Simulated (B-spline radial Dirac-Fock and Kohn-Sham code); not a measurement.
# How the settings move the core levels of Rb

ΔSCF core binding energies without Breit or QED terms, calculated with a radial atomic solver. Keys: rel is the Hamiltonian (dirac, or spin-free x2c and nr, where L3 and M5 stand for the whole 2p and 3d shells), method is hf or an exchange,correlation pair (spin-unpolarised, also for the hole states), nuc the nuclear model, radius_factor scales its radius, rmax is the box in bohr, h the logarithmic mesh step, order the B-spline order, points the quadrature points per cell, c_factor scales the speed of light, and damp, ndamp, maxit and tol steer the iteration. The run stops when the commutator error falls below 10·tol·max(1, Z/10), or the numerical noise floor, and the energy has settled to about 1e-8 Ha; the virial ratio is −V/T.

Base input:

```json
{"items": [{"Z": 37, "q": 0, "cfg": [[1, 0, 2], [2, 0, 2], [2, 1, 6], [3, 0, 2], [3, 1, 6], [3, 2, 10], [4, 0, 2], [4, 1, 6], [5, 0, 1]], "A": 85, "rrms": 4.2036, "do": "settings", "holes": ["K", "L3", "M5"],
  "settings": [{"rel": "dirac", "method": "hf", "nuc": "fermi", "radius_factor": 1.0, "rmax": 45.0, "h": 0.3, "order": 8, "points": 10, "c_factor": 1.0, "maxit": 60, "damp": 0.5, "ndamp": 3, "tol": 1e-08}]}]}
```

The ground state converged in 10 iterations, with total energy -2979.80549 Ha, virial ratio 1.97197 and highest orbital energy -3.81 eV. ΔSCF binding energies: K (1s) 15241.3 eV, L3 (2p3/2) 1813.9 eV, M5 (3d5/2) 115.9 eV.

Changes from the base run:

```
                          changed setting  Δ total energy (Ha)  Δ K (eV)  Δ L3 (eV)  Δ M5 (eV)  iterations
                      radius_factor = 2.0             +0.07628     -0.89      +0.01       0.00          10
                              tol = 1e-06              0.00000      0.00       0.00       0.00           8
                           nuc = "sphere"             +0.00002      0.00       0.00       0.00          10
   rel = "nr"; nuc = "gauss"; tol = 1e-06                    ?         ?          ?          ?           ?
rel = "x2c"; method = "b88,lyp"; h = 0.12             -1.32058    +13.80     +11.09      +1.20          12
                              rmax = 80.0              0.00000      0.00       0.00       0.00          10
                              rmax = 60.0              0.00000      0.00       0.00       0.00          10
                               damp = 0.2              0.00000      0.00       0.00       0.00           9
                                order = 7             +0.00001      0.00       0.00       0.00          10
                           c_factor = 0.8            -24.69832   +172.48      -2.63      -1.80          10
                                order = 9              0.00000      0.00       0.00       0.00          10
      rmax = 80.0; order = 7; tol = 1e-06             +0.00001      0.00       0.00       0.00           8
       rel = "x2c"; order = 9; damp = 0.2             +0.65260     -9.62     +19.38      +0.63           9
                                  h = 0.5             +0.02589     +0.11      +0.10      +0.06          10
```

**Question.** What does the change rel = "nr"; nuc = "gauss"; tol = 1e-06 do?

**Answer.** The total energy moves by +41.44803 Ha and the binding energies by K -288.89 eV, L3 +4.18 eV, M5 +3.14 eV; the run takes 8 iterations.
